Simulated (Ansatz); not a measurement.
Isolated molecules relaxed with PBE0-D4/def2-TZVP in Ansatz; ΔE leaves out vibrations. CCSD(T)/CBS is the MP2 limit (def2-TZVPP, def2-QZVPP) plus CCSD(T) − MP2 in def2-TZVPP, frozen cores. This one scheme is used for every species. DFT in def2-TZVPP. B3LYP here is the variant with VWN-RPA as its local correlation; programs differ in this. HSE06 is defined as in plane-wave codes. Elements past krypton have def2 core potentials. For Ga, I outer-core shells are correlated without core-valence functions, which leaves a few kJ/mol of doubt a bond. Scalar relativity is left out up to krypton.

Reaction (cleavage of the Ga–Si bond): `[SiH3][Ga]([Cl])[Cl]` + HI → `[Cl][Ga]([Cl])[I]` + SiH₄

```tsv
level	ΔE (kJ/mol)	difference from CCSD(T)/CBS
LDA (SPW92)	-75.1	18.6
PBE-D4	-79.4	14.3
revPBE-D4	-80.9	12.8
BLYP-D4	-83.8	9.9
r2SCAN-D4	-90.0	3.7
B97M-V	-85.7	8.0
PBE0-D4	-87.0	6.7
B3LYP-D4	-89.4	4.3
r2SCANh-D4	-91.8	1.9
r2SCAN0-D4	-94.5	-0.8
BHLYP-D4	-99.9	-6.2
CAM-B3LYP-D4	-89.8	3.9
ωB97X-V	-91.5	2.2
ωB97M-V	-91.4	2.3
B2PLYP	-94.8	-1.1
PBE-QIDH	-97.7	-4.0
PBE	-78.6	15.1
BLYP	-81.9	11.8
PBE0	-86.3	7.4
B3LYP	-87.8	5.9
r2SCANh	-91.9	1.8
r2SCAN0	-94.5	-0.8
HSE06	-86.7	7.0
BHLYP	-97.3	-3.6
RPA@PBE/def2-TZVPP	-90.1	3.6
HF/def2-SVP	-110.9	-17.2
MP2/def2-SVP	-109.9	-16.2
CCSD/def2-SVP	-101.0	-7.3
CCSD(T)/def2-SVP	-100.7	-7.0
HF/def2-TZVPP	-112.1	-18.4
MP2/def2-TZVPP	-105.0	-11.3
SCS-MP2/def2-TZVPP	-103.4	-9.7
CCSD/def2-TZVPP	-93.9	-0.2
CCSD(T)/def2-TZVPP	-93.3	0.4
HF/def2-QZVPP	-111.6	-17.9
MP2/def2-QZVPP	-105.0	-11.3
SCS-MP2/def2-QZVPP	-103.4	-9.7
HF/CBS(def2)	-111.6	-17.9
MP2/CBS(def2)	-105.3	-11.6
CCSD/CBS(def2)	-94.2	-0.5
CCSD(T)/CBS	-93.7	0
```

Largest T1 diagnostic among the species: 0.012.

At CCSD(T), def2-SVP lies −7.0 kJ/mol from the extrapolated value and def2-TZVPP +0.4 kJ/mol. From r2SCAN to r2SCAN0 (25 % exact exchange), in def2-TZVPP and without D4, ΔE moves by −4.4 kJ/mol. In def2-TZVPP, CCSD(T) changes the Hartree–Fock value by +18.8 kJ/mol (the triples alone add +0.5 kJ/mol) and MP2 by +7.1 kJ/mol.
